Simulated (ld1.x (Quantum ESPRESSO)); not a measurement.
## germanium (Ge): from the effect back to the setting (TM)

Base potential:

germanium (Ge), norm-conserving Troullier–Martins (Kleinman–Bylander form), made with ld1.x (Quantum ESPRESSO) 7.5 (LDA (PZ), scalar-relativistic). Core [Ar] 3d10, reference 4s1.75 4p2.25. Waves: 4s (bound): rc 1.90 bohr; 4p (bound): rc 1.65 bohr. Local part: all-electron potential smoothed inside 1.40 bohr (lloc = -1). Core correction: Bessel-smoothed model core, default radius (core density twice the valence density).

Cutoffs, loose and tight: the cutoffs (Ry, on a coarse ladder) from which the occupation-weighted sum of valence levels, in a spherical-Bessel basis at the reference potential, stays within 10 and 1 mRy of its value at 400 Ry. They do not see the model core or the augmentation charge, which bear on the density cutoff. Test errors are all-electron minus pseudo excitation energies from the reference, over the configurations 4s2 4p2; 4s2 4p1; 4s2 4p0; 4s1 4p3; 4s1 4p0; 4s0 4p4; 4s2 4p2.3 (two spin-polarised tests are not counted in the largest error); variants that change the core or the reference have their own tests. The largest error is taken over the tests solved by every variant that gives reliable tests at all, those not shown here included: 4s0 4p4; 4s1 4p3; 4s2 4p0; 4s2 4p1; 4s2 4p2; 4s2 4p2.3.

Only the scale of all radii but the core radius (base = 1) is moved:

```csv
scale of all radii but the core radius (base = 1),"cutoff, loose","cutoff, tight",bound ghosts,largest test error (meV)
0.75,140 Ry,200 Ry,s,-53
0.88,40 Ry,70 Ry,s,-56
1,18 Ry,45 Ry,none,-163
1.04,15 Ry,40 Ry,none,-37
1.18,15 Ry,30 Ry,none,-70
1.37,10 Ry,21 Ry,none,-136
```

Problem. One more run gave cutoff, loose: 12 Ry; cutoff, tight: 25 Ry; bound ghosts: none; largest test error (meV): -99. Which value of the scale of all radii but the core radius (base = 1) was used?

Solution. 1.28. The tight cutoff moves one way along this sweep, from 200 Ry at 0.75 to 21 Ry at 1.37, which places the run between 1.18 and 1.37.
